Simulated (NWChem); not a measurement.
System: CHO$_{2}$, doublet; SMILES O=[C]O

NWChem input:

```
start job
memory heap 200 mb stack 900 mb global 1100 mb
geometry units angstroms noautosym nocenter noautoz
  O     -0.175484     1.141737     0.000000
  C      0.418896     0.103054     0.000000
  O     -0.021672    -1.147002     0.000000
  H     -1.014934    -1.136882     0.000000
end
basis spherical
  * library def2-svp
end
dft
  odft
  mult 2
  xc xpbe96 cpbe96
  iterations 150
end
cosmo
  do_cosmo_smd true
  solvent ethanol
end
task dft energy
```

In the optimisation the excess spin sits in a' (Cs, its own frame). Coordinates come from a PBE-D3(BJ)/def2-SVP, spin-unrestricted optimisation. No stability test was run on the SCF state. Solvent: ethanol.

Level: PBE/def2-SVP with SMD (1 M gas to 1 M solution), gas-phase geometry. Reactions with the solvent are ignored.

**Question.** What results follow from this input? (PBE/def2-SVP, spin-unrestricted, SMD on the gas-phase geometry.) Quantities: solvation free energy (kcal/mol); cavity-dispersion-structure term (kcal/mol); dipole in solution (D).

**Answer.** 
- solvation free energy (kcal/mol): -2.1
- cavity-dispersion-structure term (kcal/mol): 4.9
- dipole in solution (D): 2.71
